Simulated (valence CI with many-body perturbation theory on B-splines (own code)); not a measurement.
Cl IV: configurations and terms from energies and g

Method: configuration interaction combined with many-body perturbation theory (CI+MBPT): four valence electrons over a frozen Dirac-Fock core [Ne], a basis of 11 s, 11 p, 9 d, 7 f, 5 g, 2 h, 1 i functions for each j, with the one-electron correlation potential Σ1, the two-electron term Σ2, the three-electron term Σ3, Breit, model QED; selected CI, second order for the rest, scaled by the run's own slope (own B-spline code, finite nucleus).

Against 21 measured levels this calculation errs by 44 cm⁻¹ on average and by 187 at most. These come from a selection out of Moore, Atomic Energy Levels, vol. I, NSRDS-NBS 35 (1971 reprint of NBS Circular 467, 1949), an old analysis. Levels without a partner in it may be off by more. Among the levels kept, up to 320 cm⁻¹ of a level comes from second order outside the variational space, and about a tenth of that is noise between levels of different J, which matters for small intervals.

```tsv
No.	J	Parity	E (cm⁻¹)	g
2	1	even	493	1.501
3	2	even	1345	1.500
4	2	even	13837	1.001
6	2	odd	71896	2.002
7	1	odd	102675	0.500
8	2	odd	102712	1.167
9	3	odd	102794	1.334
10	2	odd	120260	1.499
11	1	odd	120274	1.500
14	2	odd	154734	0.666
15	3	odd	155200	1.083
16	4	odd	155838	1.250
17	1	odd	164908	1.881
19	2	odd	181663	1.495
```

Energies count from the lowest level. Strongly mixed levels and levels close to another of their J and parity, and those with J = 0 are left out, so the numbers can have gaps.

Q: Give configuration and LS term of each level.

A: 2: 3s²3p² ³P; 3: 3s²3p² ³P; 4: 3s²3p² ¹D; 6: 3s3p³ ⁵S°; 7: 3s3p³ ³D°; 8: 3s3p³ ³D°; 9: 3s3p³ ³D°; 10: 3s3p³ ³P°; 11: 3s3p³ ³P°; 14: 3s²3p3d ³F°; 15: 3s²3p3d ³F°; 16: 3s²3p3d ³F°; 17: 3s3p³ ³S°; 19: 3s²3p3d ³P°.
